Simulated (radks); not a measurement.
Results of a calculation; reference values are marked as such.
Problem. Excited configurations of Zn: one electron is placed in a higher orbital outside [Ar] 3d10 4s1. The ground configuration is [Ar] 3d10 4s2. Code: a radial shooting solver on a logarithmic mesh with Libxc functionals. Model: Dirac Kohn-Sham, LDA (Slater exchange, Perdew-Wang correlation), spin-unpolarised, spherical densities, point nucleus; open shells fill j = l - 1/2 first. Excitation = E - E(ground); binding = E(ion) - E, where the ion is the core of charge +1; n* = 1/sqrt(2 binding) in atomic units, and the quantum defect is n - n*.

outer orbital  excitation (eV)  binding (eV)     n*  quantum defect  eigenvalue (eV)  <r> (bohr)
4p1/2                    5.127         5.057  1.640           2.360           -2.279       3.785
4d3/2                    8.544         1.641  2.880           1.120           -0.717       9.696
4f5/2                    9.273         0.911  3.865           0.135           -0.440       17.55
5s1/2                    7.384         2.801  2.204           2.796           -1.623       7.644
5f5/2                    9.557         0.627  4.658           0.342           -0.369       29.80
7s1/2                    9.315         0.869  3.956           3.044           -0.561       25.65
7p1/2                    9.473         0.711  4.373           2.627           -0.460       30.71
7f5/2                    9.843         0.342  6.311           0.689           -0.227       62.22

Estimate the row for 6d3/2.

Solution. excitation (eV) 9.497; binding (eV) 0.688; n* 4.448; quantum defect 1.552; eigenvalue (eV) -0.424; <r> (bohr) 30.00. The Delta-SCF ionisation energy is 10.184 eV (NIST Atomic Spectra Database: 9.394 eV, measured). Self-interaction in the functional shifts the binding energies and quantum defects, so they are the method's values and not measured ones. Spin polarisation and multiplet splitting are left out, so open shells lie too high by an amount that depends on their filling.

Beside tabulated values, note that spin-unpolarised runs miss the spin-polarisation part of the exchange energy of open shells.
